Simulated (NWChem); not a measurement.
# SiNH₅O₃; SMILES O[Si](N)(O)O

```xyz
10

N     -0.7453     1.3727     0.6916
Si     0.0078     0.0040     0.0042
O      0.6157    -1.1600     1.0183
O      1.2804     0.6385    -0.8385
O     -1.1033    -0.8372    -0.8980
H     -0.1742     2.1664     0.9559
H     -1.5624     1.2838     1.2824
H      0.1358    -1.9929     0.9889
H      2.0257     0.0368    -0.9225
H     -1.6596    -0.2884    -1.4584
```
Atoms are numbered in this order, from 1.

All runs: NWChem. Pople sets run with spherical d functions. Coordinates come from a PBE0/def2-SVP optimisation. Vertical excitations in the gas phase.

**Question.** Estimate the computed values for B3LYP/6-31+G*, full TDDFT. Quantities: lowest excitation, singlet (eV); oscillator strength of that lowest state; orbital gap (eV).

**Answer.** The lowest excitation, singlet (eV) is 5.89, the oscillator strength of that lowest state comes out as 0.034 and the orbital gap (eV) is 6.82.
